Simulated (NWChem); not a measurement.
Species: MgBr₂; SMILES [Br][Mg][Br]

Program: NWChem. Pople sets run with spherical d functions. This build's default masses of Se (78.918 u) and Br (79.917 u) are each other's, which moves their modes by up to 0.6 %. Each level has its own optimisation; frequencies are unscaled.

| level | r Br–Mg (Å) | highest harmonic frequency (cm⁻¹) | lowest (cm⁻¹) | zero-point energy (kcal/mol) |
|---|---|---|---|---|
| Hartree-Fock/3-21G | 2.377 | 543 | 86 | 1.3 |
| LDA (Slater exchange, VWN5)/def2-SVP | 2.323 | 531 | 109 | 1.3 |
| Hartree-Fock/6-31G* | 2.338 | 536 | 98 | 1.3 |
| PBE0/def2-SVP | 2.341 | 525 | 104 | 1.2 |
